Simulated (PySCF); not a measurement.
Al(H)(Et)2, SMILES [AlH]([CH2]C)[CH2]C, singlet, GFN2-xTB optimised geometry.

```
16

Al    -0.68     0.83     0.00
H     -1.33     2.24     0.00
C      1.32     0.83     0.00
C      1.76     2.31    -0.06
H      1.77     0.29    -0.85
H      1.77     0.37     0.89
H      1.36     2.86     0.78
H      1.38     2.78    -0.97
H      2.85     2.41    -0.05
C     -1.91    -0.75     0.01
C     -1.28    -1.99     0.67
H     -2.23    -1.03    -1.00
H     -2.85    -0.50     0.54
H     -1.07    -1.81     1.72
H     -0.34    -2.25     0.19
H     -1.94    -2.86     0.60
```

Density from B3LYP/def2-TZVP run with PySCF at that geometry.

Minimum of the electron density along straight lines between bonded atoms, close to the bond critical point (lines longer than 1.1 times the sum of covalent radii, or with two minima, are not listed):

```
bond     length / Å  ρ at the minimum / e bohr⁻³  ∇²ρ there / e bohr⁻⁵  position (fraction from the first atom)
-------  ----------  ---------------------------  --------------------  ---------------------------------------
Al1–H2        1.553                        0.087                  0.23                                     0.51
Al1–C3        2.006                        0.082                  0.20                                     0.40
C3–C4         1.539                        0.236                 -0.55                                     0.50
C3–H5         1.100                        0.268                 -0.88                                     0.63
C3–H6         1.100                        0.268                 -0.88                                     0.63
C4–H7         1.091                        0.279                 -0.95                                     0.64
C4–H8         1.091                        0.279                 -0.95                                     0.64
C4–H9         1.090                        0.280                 -0.96                                     0.64
Al1–C10       2.006                        0.082                  0.21                                     0.40
C10–C11       1.540                        0.235                 -0.55                                     0.50
C10–H12       1.101                        0.267                 -0.87                                     0.63
C10–H13       1.101                        0.268                 -0.87                                     0.63
C11–H14       1.090                        0.279                 -0.96                                     0.63
C11–H15       1.090                        0.280                 -0.96                                     0.64
C11–H16       1.091                        0.279                 -0.96                                     0.64
```
